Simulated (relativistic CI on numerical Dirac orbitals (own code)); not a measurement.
**Hyperfine structure of Cr20+, mass number 53**

Method of calculation: Dirac-Coulomb-Breit CI, KLI orbitals optimised for each configuration, model QED (radiative potential, 1s self-energy scaled to tabulated hydrogen-like ionisation energies), unscaled Slater integrals (own radial code, finite nucleus).

Configurations in the expansion (outside the closed core 1s2): 2s², 2s2p, 2p², 2p3s, 2p3p, 2s3s, 2s3p, 2s3d, 2s4s, 2s4p, 2s4d, 2s4f, 3s², 3s3p, 3p². Levels of other configurations are missing.

Nuclear spin I = 3/2, μ = -0.47431 μN, Q = -0.15 b (tables of Stone and Pyykkö). The electronic factors are computed for point nuclear moments, without core polarisation or the Bohr-Weisskopf and QED corrections.

| Level | E (eV) | A (MHz) | B (MHz) |
| --- | --- | --- | --- |
| 2s2p ³P°1 | 42.440 | -58170 | 3220 |
| 2s2p ³P°2 | 50.315 | -37290 | -6600 |
| 2s2p ¹P°1 | 84.372 | -2492 | -6520 |
| 2p² ³P1 | 113.302 | 481.1 | -3270 |
| 2p² ³P2 | 117.860 | -11950 | 3160 |
| 2p² ¹D2 | 131.189 | -10710 | -9650 |
| 2s3s ³S1 | 926.383 | -80870 | 0.668 |
| 2s3p ³P°1 | 945.820 | -68090 | -266 |

Levels with J = 0, under 50 % of one LS term, or S terms without an open s electron are left out. Small factors come from cancelling terms and can be off by tens of per cent or more.

At this charge energies of transitions that change n are usually good to better than 1 %, and those within a shell (Δn = 0) to a few per cent.

**Question.** Give the hyperfine levels of 2s2p ³P°1 relative to its centre of gravity.

**Answer.** With K = F(F + 1) − I(I + 1) − J(J + 1), E = AK/2 + B[¾K(K + 1) − I(I + 1)J(J + 1)]/[2I(2I − 1)J(2J − 1)]: F = 1/2: 149500, F = 3/2: 54950, F = 5/2: -86460 MHz.

LS names give the leading component of a level, which can be under half, so a name can repeat, a term be missing and a line seem to break the LS rules.
